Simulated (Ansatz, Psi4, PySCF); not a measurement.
F3N, charge +1, doublet, at a GFN2-xTB geometry (a state made from the parent by changing its charge; the spin is typed, not shown lowest), atoms displaced at random by about 0.03 Å a coordinate. Base run: PBE0/STO-3G, gradient in PySCF.

PySCF was given this input:
```python
from pyscf import gto, scf, dft

mol = gto.M(
    atom='''
F     1.28450486   -0.26333299   -0.09661405
N    -0.03222447    0.00767234    0.27365413
F    -0.33913301    1.15185076   -0.08540658
F    -0.86101050   -0.86838679   -0.05158859
''',
    basis='sto-3g',
    charge=1,
    spin=1,
    verbose=3,
)

mf = dft.UKS(mol)
mf.xc = 'pbe0'
mf.kernel()
g = mf.nuc_grad_method()
grad = g.kernel()
```

Programs used: Ansatz (an electronic-structure program), Psi4, PySCF; a row that names a program was run with it.

The coordinate followed is y of atom 3.

Each row names what was changed in the base input (with any setting that the change needs).

```csv
change,dE/dx (Eh/bohr),net force (Eh/bohr)
base,-0.210474,0.000180
code = ansatz,-0.210464,0.000000
code = psi4,-0.210491,0.000137
grids.level = 1; grid_response = off,-0.210540,0.000424
finite difference step (bohr) = 0.2; conv_tol = 1e-11,-0.227256,-
finite difference step (bohr) = 1e-5; conv_tol = 1e-11,-0.210457,-
finite difference step (bohr) = 1e-4; conv_tol = 1e-11,-0.210457,-
grids.level = 0; grid_response = on,-0.210249,0.000000
grids.level = 5; grid_response = on,-0.210460,0.000000
finite difference step (bohr) = 1e-3; conv_tol = 1e-11,-0.210457,-
grid_response = on,-0.210456,0.000000
finite difference step (bohr) = 0.05; conv_tol = 1e-11,-0.211494,-
```

The net force is zero for an exact gradient.

Open shells are given as the SCF converged; they aren't shown to be the lowest states, and a large step between rows can be another state.
